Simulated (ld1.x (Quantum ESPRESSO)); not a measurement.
## iodine (I) TM: all-electron and pseudo phase curves

iodine, norm-conserving Troullier–Martins (Kleinman–Bylander form), made with ld1.x (Quantum ESPRESSO) 7.5 (PBE, scalar-relativistic). Core [Kr] 4d10, reference 5s2 5p2 (charge +3). Waves: 5s (bound): rc 1.50 bohr; 5p (bound): rc 1.50 bohr. Local part: all-electron potential smoothed inside 1.35 bohr (lloc = -1). Core correction: a·sin(br)/r model core inside 1.50 bohr.

The phase is arctan(r·u′/u) with u = r·R(r), unwrapped; energies in Ry, scanned from -5 to 5 Ry. A pole is an energy at which the radial function vanishes at the test radius. The pseudo phase is shifted by a multiple of π to meet the all-electron one at the reference energy, and phase errors are pseudo minus all-electron; the curves can meet again beyond the range given. Levels narrower than the energy grid can be missing from the lists of poles.

```csv
channel,radius (bohr),reference energy (Ry),"poles, all-electron","poles, pseudo",unbroken range about the reference energy with phases within 0.05 rad,phase error 1 Ry above the reference energy (rad)
s,1.65,-3.41,4.08,2.85,below 3.4,-0.005
p,1.65,-2.52,none,none,below -2.4,+0.162
```

Note: ghost states, extra bound levels that the all-electron valence spectrum of the same l lacks: s at -144.1 eV, d at -49.3 eV, p at -32.8 eV. A true bound ghost makes a file unfit for plane-wave use.

Phases in the s channel:

```tsv
E (Ry)	all-electron	pseudo
-5.00	0.878	0.875
-4.48	0.711	0.708
-3.96	0.453	0.452
-3.44	0.077	0.077
-2.92	-0.359	-0.360
-2.40	-0.723	-0.728
-1.88	-0.969	-0.978
-1.36	-1.130	-1.141
-0.84	-1.238	-1.252
-0.32	-1.315	-1.332
0.20	-1.372	-1.391
0.72	-1.416	-1.439
1.24	-1.452	-1.478
1.76	-1.481	-1.511
2.28	-1.506	-1.541
2.80	-1.527	-1.568
3.32	-1.546	-1.595
3.84	-1.563	-1.622
4.36	-1.579	-1.651
4.88	-1.594	-1.683
```
